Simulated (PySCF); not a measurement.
## Cobalt: a sound run and one with changed settings

Sound run: Co [Ar] 3d7 4s2, Co⁺ [Ar] 3d8. Computed with PySCF 2.14 in cc-pVDZ-DK, with the spin-free X2C one-electron Hamiltonian (Gaussian nucleus). In the sound run the correlated levels freeze [Ar]. The sound run starts from symmetry-adapted Hartree-Fock orbitals and uses a fine grid where one is needed.

Changed run: no relativity, point nucleus. This setting is unsound on purpose.

| species | method | sound run (hartree) | changed run (hartree) | converged |
| --- | --- | --- | --- | --- |
| Co | UHF | -1391.87924 | -1376.25913 | yes |
| Co | MN15 | -1394.04237 | -1378.43698 | yes |
| Co | M06-2X | -1393.25390 | -1377.63671 | yes |
| Co | MP2 | -1392.08783 | -1376.46482 | yes |
| Co⁺ | UHF | -1391.57497 | -1375.97688 | yes |
| Co⁺ | MN15 | -1393.76861 | -1378.18983 | yes |
| Co⁺ | M06-2X | -1392.94596 | -1377.35203 | yes |
| Co⁺ | MP2 | -1391.81461 | -1376.21429 | yes |

Ionisation energy of Co:

| method | sound run (eV) | changed run (eV) |
| --- | --- | --- |
| UHF | 8.280 | 7.681 |
| MN15 | 7.449 | 6.725 |
| M06-2X | 8.380 | 7.747 |
| MP2 | 7.435 | 6.817 |
| SCS-MP2 | 7.518 | 6.906 |

Most of the change in total energy is the relativistic energy itself. On top of that the contraction fixes the core shape for the Hamiltonian it was made with, so the changed run is not a good calculation with the other Hamiltonian either.

For comparison, NIST gives 7.881 eV between the lowest levels.
